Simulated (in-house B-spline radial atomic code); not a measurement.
**RPA and G0W0 on TPSS: P³⁺**

Configuration [Ne] 3s2, mean-field start TPSS. Computed with an all-electron radial atomic-structure program (B-spline basis): all electrons, non-relativistic, point nucleus, each spin shell either full or empty, empty states to l = 9 with an (l + 1/2)⁻⁴ tail; G0W0 by contour deformation at full frequency.

Command:
```bash
python run_gw.py task.json out
```
Settings (radii: box in bohr, nucleus in fm):
```
Z                        15
electrons                12
configuration            [Ne] 3s2
hamiltonian              nr
method                   tpss,tpss
lmax                     9
spin_polarised           False
box_radius               14.14
intervals                48
ion_configuration        [Ne] 3s1
```

Run time, properties included: 1.1 s on 1 thread of Intel(R) Xeon(R) 6975P-C (Granite Rapids), with other jobs on the host.

Energies (hartree):

| term | value |
| --- | --- |
| mean-field total | -339.06501 |
| Hartree-Fock functional on these orbitals | -338.55773 |
| direct second order | -0.85015 |
| second-order exchange | 0.31123 |
| SOSEX correction | 0.27376 |

(1) What is the RPA correlation energy, and what remains with SOSEX?

Quasi-particle levels (eV):

| level | occupied | mean field | Σx - vxc | Σc | QP weight | G0W0 |
| --- | --- | --- | --- | --- | --- | --- |
| 3s | yes | -45.58 | -4.29 | ? | ? | ? |
| 3p | no | -35.26 | 6.38 | -1.80 | 0.929 | -30.68 |

G0W0 = mean field + (Σx - vxc) + Σc, with Σc (partial-wave tail included) taken at the quasi-particle energy. Levels of low weight are left out.

(2) Where does G0W0 put 3s?

(3) What does it cost to remove one electron (to [Ne] 3s1) by differences of total energies, each species on its own start (correlation terms add to the Hartree-Fock functional)?

## Answers

(1) RPA gives -0.73623 hartree (-1.67 eV per electron); RPA + SOSEX gives -0.46247, and the second-order doubles -0.53892 hartree (no singles). RPA lacks exchange-type terms and so overcorrelates at short range.

(2) At -51.76 eV, with Σc = -1.89 eV and a quasi-particle weight of 0.944. The tabulated removal energy is 51.444 eV (NIST, measured); the calculation leaves out relativity, Breit and QED terms, and what these don't explain is the method's own error.

(3) TPSS 51.04 eV, Hartree-Fock functional 49.67 eV, + RPA 51.84 eV, + RPA + SOSEX 51.27 eV, + second order 52.02 eV. Tabulated: 51.444 eV (NIST, measured); the calculation leaves out relativity, Breit and QED terms, and what these don't explain is the method's own error.
